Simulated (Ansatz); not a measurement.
A structure relaxed at PBE0-D4/def2-TZVP, charge 0, multiplicity 1:

Cartesian coordinates in Å:
```
C 1.4516 0.4884 -1.2863
C 0.4164 1.2467 -0.9455
Ge -0.6274 1.0024 0.6758
C -0.6829 -0.8695 1.1960
C -0.5599 -1.8833 0.3478
H 2.0197 0.6709 -2.1947
H 1.7819 -0.3464 -0.6750
H 0.1359 2.0686 -1.6008
H -0.0227 1.8243 1.8325
H -2.0557 1.5328 0.4358
H -0.8406 -1.0890 2.2500
H -0.6150 -2.9166 0.6800
H -0.4012 -1.7295 -0.7156
```

Q: Give its formula and SMILES.

A: C4H8Ge, `C=[CH][GeH2][CH]=C`.

Q: Point group (tolerance 0.08 Å, 0.16 Å for H)?

A: C2.

Q: Summarise the bond lengths by kind.

A: 2 × C–C 1.328 Å; 6 × C–H 1.086 to 1.088 Å; 2 × C–Ge 1.944 Å; 2 × Ge–H 1.542 Å.

All numbers were calculated with Ansatz.
